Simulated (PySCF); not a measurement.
Correlation energy of Ni(26+) (nickel, charge +26)

1s2, closed-shell 1S. Computed with PySCF 2.14 in an even-tempered Gaussian basis (17 s from 30 bohr⁻², ratio 2.2; 7 p from 46 bohr⁻², ratio 2.4; 4 d from 140 bohr⁻², ratio 2.4; 3 f from 210 bohr⁻², ratio 2.4; 3 g from 310 bohr⁻², ratio 2.4), with scalar relativity by spin-free X2C-1e. Frozen: nothing; 2 electrons correlated; the 9 highest virtual orbitals of each spin left out.

With two correlated electrons CCSD is exact within the correlated space (frozen core and kept virtual orbitals).

```json
{"level": "CCSD", "correlation energy (mhartree)": "-49.04"}
```

Diagnostics: T1 = 4.4e-06, D1 = 0.0000, largest double amplitude 0.001.

Cost of the coupled-cluster step: about 2.2 core-seconds, for 2 correlated electrons.

Iterations:

```
CC2 = 0
CCSD nocc = 1, nmo = 97
frozen orbitals [97, 98, 99, 100, 101, 102, 103, 104, 105]
max_cycle = 100
direct = 0
conv_tol = 1e-08
conv_tol_normt = 1e-06
diis_space = 8
diis_start_cycle = 0
Init t2, MP2 energy = -774.599023326664  E_corr(MP2) -0.0485928556284771
Init E_corr(CCSD) = -0.0485928556284771
cycle = 1  E_corr(CCSD) = -0.0490335386087479  dE = -0.00044068298  norm(t1,t2) = 6.97176e-05
cycle = 2  E_corr(CCSD) = -0.0490422176848365  dE = -8.67907609e-06  norm(t1,t2) = 1.45286e-06
cycle = 3  E_corr(CCSD) = -0.0490423840661221  dE = -1.66381286e-07  norm(t1,t2) = 3.31539e-08
cycle = 4  E_corr(CCSD) = -0.0490423838777599  dE = 1.88362166e-10  norm(t1,t2) = 2.00088e-10
CCSD converged
E(CCSD) = -774.5994728549136  E_corr = -0.0490423838777599
```
